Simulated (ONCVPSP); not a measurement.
## Configuration tests for V (Z = 23) (ONCV)

vanadium, optimised norm-conserving Vanderbilt (ONCV), made with ONCVPSP 4.0.1 (LDA (Perdew-Zunger), fully relativistic). Core [Ne], reference 3s2 3p6 3d3 4s1 (charge +1). Waves: 3s+4s: rc 1.90 bohr, ncon 3, nbas 8, qcut 7.6 1/bohr, 2 projectors; 3p: rc 1.00 bohr, ncon 4, nbas 8, qcut 7 1/bohr, 2 projectors, debl 3 Ha; 3d: rc 1.00 bohr, ncon 5, nbas 10, qcut 18.1 1/bohr, local; f scattering state at 0.43 Ha: rc 1.85 bohr, ncon 4, nbas 8, qcut 6.7 1/bohr, 2 projectors, debl 3.5 Ha. Local part: the d channel. Core correction: Teter function fitted to the true core (icmod 2), fcfact 0.45.

Open shells are filled in proportion to 2j + 1.

Energies are relative to the spin-unpolarised reference configuration 3s2 3p6 3d3 4s1; without spin polarisation the order of configurations can differ from experiment. The d channel is local and has no spin–orbit splitting in the pseudo-atom.

| valence configuration | charge | ΔE all-electron (eV) | error AE − PS (meV) |
| --- | --- | --- | --- |
| 3s2 3p6 3d3 4s0 | +2 | 14.545 | +0.2 |
| 3s2 3p6 3d3 4s0 4p1 | +1 | 4.177 | -0.3 |

(1) What are ΔE and the potential's error for 3s2 3p6 3d2 4s0?

(2) What are ΔE and the potential's error for 3s2 3p6 3d3 4s2?

Levels in the configuration 3s2 3p6 3d3 4s0:

| level | all-electron (eV) | pseudo (eV) |
| --- | --- | --- |
| 3s j=1/2 | -86.436 | -86.444 |
| 3p j=3/2 | -60.283 | -60.286 |
| 3p j=1/2 | -61.123 | -61.125 |
| 3d j=5/2 | -21.556 | -21.591 |
| 3d j=3/2 | -21.628 | -21.591 |

Note: ghosts flagged at negative energy: f7/2 at -86.3 eV, f5/2 at -73.5 eV; GHOST(+) flagged for s at 23.4 eV. A true bound ghost makes a file unfit for plane-wave use.

## Answers

(1) ΔE = 43.703 eV all-electron; the error (AE − PS) is +0.4 meV.

(2) ΔE = -7.941 eV all-electron; the error (AE − PS) is +0.3 meV.

These tests converged, but a pseudo level misses the all-electron one widely, so the file describes the atom poorly there or has found another state: 3s2 3p6 3d3 4s0 4p1: empty 4s by 6.0 eV.
